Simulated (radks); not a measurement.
Radial electron density D(r) = 4 pi r^2 rho(r) of an atom or ion with 41 electrons. Method: Dirac Kohn-Sham, PBE, spin-unpolarised, spherical densities, finite nucleus; Fermi nuclear charge, rms radius of each element as measured or else 0.836 A^(1/3) + 0.57 fm; computed with a radial shooting solver on a logarithmic mesh with Libxc functionals.

```
   r/bohr * D(r) (the largest magnitude, 111, reaches the edge; | marks zero)
 0.001351 |  *
 0.001745 |    *
 0.002272 |      *
 0.002958 |         *
 0.003852 |              *
 0.005016 |                    *
 0.006479 |                          *
 0.008437 |                                 *
  0.01099 |                                       *
  0.01431 |                                          *
  0.01863 |                                         *
  0.02406 |                                      *
  0.03133 |                                     *
   0.0408 |                                         *
  0.05312 |                                                 *
  0.06862 |                                                      *
  0.08936 |                                                 *
   0.1164 |                                        *
   0.1515 |                                          *
   0.1973 |                                               *
   0.2548 |                                    *
   0.3318 |                   *
   0.4321 |                *
   0.5626 |               *
   0.7326 |       *
   0.9464 | *
    1.232 *
    1.605 *
```

What is the nuclear charge?

Answer. Z = 63. The innermost maximum, from 1s, lies near gamma/Z bohr with gamma = sqrt(1 - (Z/c)^2) = 0.888, here 0.0141 bohr (found: 0.0156), and its height grows with Z. The density is that of the europium ion Eu22+ in [Kr] 4d5; the configuration itself is not fixed sharply by these data, and Z only to a few units. D(r) has 4 maxima, at r = 0.0156, 0.0686, 0.193, 0.491 bohr, and minima at 0.0301, 0.126, 0.402 bohr, inside which lie 2.02, 11.12, 29.27 electrons.
